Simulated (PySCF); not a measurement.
## Radial density of K(2+) (potassium, charge +2)

BP86, [Ne] 3s2 3p5, 2P determinant. All numbers are calculated (PySCF 2.14, scalar relativity by spin-free X2C-1e, in cc-pVTZ-X2C (6s5p3d1f, 43 functions)).

| r (bohr) | 4πr²ρ (e/bohr) | 4πr²(ρα − ρβ) |
| --- | --- | --- |
| 0.00117 | 0.09425 | 0.0000 |
| 0.00197 | 0.2477 | 0.0000 |
| 0.00331 | 0.6397 | 0.0000 |
| 0.00557 | 1.601 | 0.0000 |
| 0.00938 | 3.795 | 0.0000 |
| 0.0158 | 8.200 | 0.0002 |
| 0.0265 | 15.13 | 0.0015 |
| 0.0446 | 21.48 | 0.0082 |
| 0.0751 | 20.59 | 0.0370 |
| 0.126 | 15.67 | 0.1162 |
| 0.212 | 20.70 | 0.1885 |
| 0.357 | 19.58 | 0.0552 |
| 0.601 | 6.186 | 0.1331 |
| 1.01 | 6.010 | 0.7805 |
| 1.70 | 3.360 | 0.5032 |
| 2.86 | 0.2581 | 0.0421 |
| 4.81 | 0.0001658 | 0.0001 |
| 8.09 | 0.0004044 | 0.0001 |
| 13.6 | 0.0001548 | 0.0000 |

Densities and radii are taken from the X2C orbitals without a picture-change correction, which distorts them close to the nucleus.
